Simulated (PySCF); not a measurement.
# What a mistake does to a calculation on Cl2GeH3Si

Calculated results; nothing here was measured. They come from PySCF 2.14.0, an open-source quantum chemistry program, on an isolated molecule that a program drew, which may never have been made. The molecule is Cl2GeH3Si (charge 0, doublet), drawn as the SMILES string `Cl[SiH](Cl)[GeH2]`.

Each row is a Hartree-Fock (HF) and frozen-core CCSD(T) single point in the cc-pV(D+d)Z basis, meant for a local HF minimum. Run 1 is clean. Each other run has one planted mistake out of seven kinds, and not every kind appears here: one electron removed, one electron added, multiplicity raised by two, geometry at a saddle point, minimal basis STO-3G, one bond length entered in bohr, all coordinates scaled. The reference is restricted for singlets and unrestricted otherwise, and also for a bond in bohr. Adding or removing an electron swaps singlet and doublet. Electrons count all cores. HOMO and LUMO are orbital energies over both spins, the gradient is its largest component, and the lowest frequency (negative if imaginary) is given only where the gradient is small. Bond lengths are over the 6 bonds as drawn. T1 is the CCSD diagnostic: over 0.02 (restricted) or 0.045 (unrestricted) a single reference is doubtful. Germanium has the cc-pVDZ-PP basis, with a core potential (ECP10MDF) in place of its 10 inner electrons, and its 3s, 3p and 3d shells are frozen in CCSD(T).

Geometry of the clean run:
```xyz
7
Cl2GeH3Si, angstrom
Cl   -1.2909    1.0166   -0.6484
Si    0.4558   -0.0575   -0.3963
Cl    0.0748   -1.6354    0.8852
Ge    2.1416    1.4078    0.4460
H     0.8060   -0.6411   -1.6966
H     3.4725    0.6888    0.6910
H     1.6886    2.1582    1.7002
```

| run | electrons | basis functions | <S^2> | HOMO (eV) | LUMO (eV) | gradient (hartree/bohr) | lowest frequency (cm^-1) | mean bond (Å) | longest bond (Å) | T1 | HF (hartree) | CCSD(T) (hartree) | mistake |
|---|---|---|---|---|---|---|---|---|---|---|---|---|---|
| 1 | 83 | 107 | 0.757 | -9.13 | 0.34 | 4.2e-06 | 95 | 1.8419 | 2.387 | 0.0113 | -1503.14975 | -1503.66426 | no fault |
| 2 | 83 | 107 | 0.757 | -9.42 | -0.24 | 4.0e-02 | - | 2.0022 | 2.595 | 0.0130 | -1503.10927 | -1503.63071 | all coordinates scaled |
| 3 | 84 | 107 | 0.000 | -1.41 | 7.95 | 4.3e-02 | - | 1.8419 | 2.387 | 0.0114 | -1503.16731 | -1503.70909 | one electron added |
| 4 | 82 | 107 | 0.000 | -16.45 | -7.33 | 4.8e-02 | - | 1.8419 | 2.387 | 0.0154 | -1502.84701 | -1503.35784 | one electron removed |
| 5 | 83 | 107 | 1.310 | -9.12 | -0.09 | 2.6e-02 | - | 2.0688 | 2.892 | 0.0305 | -1503.05939 | -1503.56094 | ? |
| 6 | 83 | 107 | 3.764 | -4.50 | -2.85 | 3.7e-02 | - | 1.8419 | 2.387 | 0.0279 | -1502.91295 | -1503.43137 | ? |

**Which mistake was planted in run 5, and what did it cost?**

The mean bond changes by a factor of 1.123 and the longest by 1.212, so the molecule wasn't scaled as a whole. A length L in bohr read as angstrom grows by (1/0.5292 - 1) L = 0.890 L. The 6 bonds together grew by 6 x 0.2269 = 1.361 Å, which gives L = 1.530 Å. That is the length of one of the Ge-H bonds, 1.530 Å in the clean geometry. So the mistake is: one bond length entered in bohr. Subtracting run 1 and multiplying by 627.51 kcal/mol a hartree, the energy moved by 56.7 kcal/mol in HF and 64.8 kcal/mol in CCSD(T).

**Which mistake was planted in run 6, and what did it cost?**

Electrons, basis and geometry are unchanged, and <S^2> is 3.764, beside S(S+1) = 3.75 for a multiplicity of 4. So the mistake is: multiplicity raised by two. Subtracting run 1 and multiplying by 627.51 kcal/mol a hartree, the energy moved by 148.6 kcal/mol in HF and 146.1 kcal/mol in CCSD(T).

